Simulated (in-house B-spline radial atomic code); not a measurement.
The numbers below are computed, except where a source is named.
# Weak and strong correlation along the adiabatic connection

Two-electron singlets in several external potentials (atomic units), by full CI in B-splines with partial waves to l = 8 (correlation energies up to 0.6 % small). The repulsion is scaled by λ at fixed density; W(λ) is the mean repulsion less the Hartree energy, W(0) = E_x, and the area under W from 0 to 1 is E_xc.

Relative drop (W(λ) − E_x)/E_x:

```tsv
system	λ = 0.12	λ = 0.25	λ = 0.4	λ = 0.6	λ = 0.8	λ = 1
−V exp(−r²/w²), V = 0.813, w = 6.27	0.0388	0.0732	0.1052	0.1388	0.1648	0.1856
−Z/r, Z = 4, wall at 1.4 bohr	0.0047	0.0097	0.0153	0.0225	0.0295	0.0362
−V exp(−r²/w²), V = 1.62, w = 7.27	0.0338	0.0646	0.0940	0.1257	0.1509	0.1714
−Z exp(−kr)/r, Z = 2.64, k = 0.859	0.0094	0.0191	0.0297	0.0430	0.0554	0.0670
−Z/r, Z = 16	0.0011	0.0024	0.0038	0.0056	0.0075	0.0093
−V exp(−r²/w²), V = 4.57, w = 2.64	0.0156	0.0312	0.0478	0.0676	0.0852	0.1010
−V exp(−r²/w²), V = 2.38, w = 2.58	0.0190	0.0378	0.0572	0.0800	0.0998	0.1171
```

Task: Order the systems by how far second-order (GL2) theory, half the initial slope (estimated from the first points of each curve), overshoots the correlation energy, least first.
A. −V exp(−r²/w²), V = 0.813, w = 6.27
B. −V exp(−r²/w²), V = 4.57, w = 2.64
C. −Z/r, Z = 4, wall at 1.4 bohr
D. −V exp(−r²/w²), V = 1.62, w = 7.27
E. −Z exp(−kr)/r, Z = 2.64, k = 0.859
F. −Z/r, Z = 16
G. −V exp(−r²/w²), V = 2.38, w = 2.58

Result: F (GL2/E_c = 1.02), C (GL2/E_c = 1.07), E (GL2/E_c = 1.13), B (GL2/E_c = 1.22), G (GL2/E_c = 1.27), D (GL2/E_c = 1.49), A (GL2/E_c = 1.57).

Task: What else changes along this order?

Result: The ratio follows the bend of the curve. With it the leading natural occupation goes from 2.000 to 1.880 and −T_c/E_c from 0.98 to 0.64 between the first and the last.
